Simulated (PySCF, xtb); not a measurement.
Ti(H)3(SH) (H4STi), SMILES [SH][TiH3], multiplicity 1.

Harmonic wavenumbers (cm⁻¹) from xtb with GFN2-xTB at its own minimum, in rising order: 95, 307, 382, 488, 492, 569, 712, 738, 1361, 1369, 1394, 2309.

**Question.** What does ωB97X-D3(BJ)/def2-TZVP run with PySCF give at its own minimum? (An estimate is asked for; the answer gives what the named calculation found.)

**Answer.** 111, 318, 350, 390, 513, 561, 590, 611, 1774, 1783, 1831, 2666. Paired by order, the mean absolute difference is 171 cm⁻¹ and the zero-point energies are 14.6 and 16.4 kcal/mol.
